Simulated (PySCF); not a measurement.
**Computed properties of C₂H₆OSi, SMILES C([SiH2]C)=O**

methylsilylformaldehyde (C2H6OSi), SMILES C[SiH2]C=O. The structure is a stationary point at B3LYP-D3(BJ)/def2-SVP. The values are those of a single conformer. All values are computed for the isolated molecule unless a solvent is named; none is compared with measurement here.

**Structure.** All 24 harmonic modes at B3LYP-D3(BJ)/def2-SVP (PySCF) are real, so it is a minimum. With heavy atoms numbered as in [CH3:1][SiH2:2][CH:3]=[O:4], the shortest bond between them is C3–O4 at 1.211 Å and the longest Si2–C3 at 1.937 Å.

**Vibrations.** The strongest infrared lines (harmonic, unscaled, degenerate partners summed) lie at 2787 cm⁻¹ (192 km/mol, H 93 %), 900 cm⁻¹ (173 km/mol, H 72 %, Si 17 %, C 10 %), 2205 cm⁻¹ (124 km/mol, H 96 %). The softest mode is at 31 cm⁻¹ and the zero-point energy is 44.6 kcal/mol.

**Electronic structure.** M06-2X/def2-TZVP (PySCF) places the frontier levels at -8.39 and -0.37 eV, a gap of 8.02 eV, and gives a dipole moment of 2.06 D and a mean polarisability of 53.5 bohr³. PBE/def2-TZVP (PySCF) at the same geometry gives -5.51 and -2.67 eV, so its gap is 5.18 eV narrower. An orbital gap is neither the optical nor the fundamental gap.

**Excitations.** TDA-ωB97X/def2-SVPD (PySCF) has S1 at 3.31 eV (374 nm, f = 0.001, dark); the most intense of the 10 singlets computed lies at 8.68 eV (f = 0.37). T1 (TDA) is at 2.63 eV, 0.68 eV under S1. TDA-PBE/def2-SVPD (PySCF) puts S1 at 3.16 eV. No vertical singlet excitation falls in the visible range (under 3.1 eV).

**NMR.** GIAO shifts at B3LYP/pcSseg-1 (PySCF) (non-relativistic, atoms alike by connectivity averaged): ¹³C from -9.3 to 247.3 ppm against TMS; ¹H from 0.6 to 12.4 ppm against TMS; ²⁹Si at -53.4 ppm against TMS.
